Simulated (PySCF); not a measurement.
Computed shifts of a molecule C3H10OSi2, B3LYP/pcSseg-1 run with PySCF, GIAO, gas phase, atoms alike by connectivity averaged where their shifts nearly agree, in ppm (number of nuclei): ¹³C: 146.3 (1), 143.7 (1), 61.5 (1). ²⁹Si: -29.6 (1), -37.7 (1). ¹H: 6.90 (1), 6.51 (2), 4.95 (3), 4.68 (1), 4.29 (1), 3.81 (2). References: ¹³C against TMS (σ = 181.3 ppm); ²⁹Si against TMS (σ = 338.7 ppm); ¹⁷O against H2O (σ = 333.8 ppm); ¹H against TMS (σ = 31.68 ppm), references at their B3LYP-D3(BJ)/def2-TZVP geometries, non-relativistic. Geometry: ωB97X-D3(BJ)/def2-SVP. One conformer was computed; it need not be the lowest.

### Question
Which structure fits?
A. CO[SiH]1C[SiH2]C1
B. O[C@]1([SiH3])CC[SiH2]1
C. C=C[SiH2]CO[SiH3]
D. [SiH3]/C=C/CO[SiH3]

### Answer
C, C=C[SiH2]CO[SiH3]
